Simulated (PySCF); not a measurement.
## Ionisation energy of Kr by level of theory

Kr [Kr] (1S) → Kr⁺ [Ar] 3d10 4s2 4p5 (2P), as a difference of total energies. All numbers are calculated (PySCF 2.14, scalar relativity through the core potential, in aug-cc-pVDZ-PP with ECP10MDF). Correlated levels: valence: 3s2 3p6 3d10 frozen. The calculations carry no spin-orbit coupling.

```tsv
method	ionisation energy (eV)
UHF	13.151
LDA	14.338
r2SCAN	14.213
r2SCAN0	14.208
B3LYP	14.173
BP86	14.187
TPSS	14.091
MP2 (valence)	13.958
SCS-MP2 (valence)	13.877
```

Problem. Estimate what PBE0 gives.

Solution. 14.120 eV, closest to TPSS among the rows shown.

Problem. Estimate what PBE gives.

Solution. 14.061 eV, closest to TPSS among the rows shown.

Errors of the correlated levels include the incompleteness of this basis and the frozen core.

For comparison: 14.222 eV (measured; NIST levels, between the centres of gravity of the two terms).
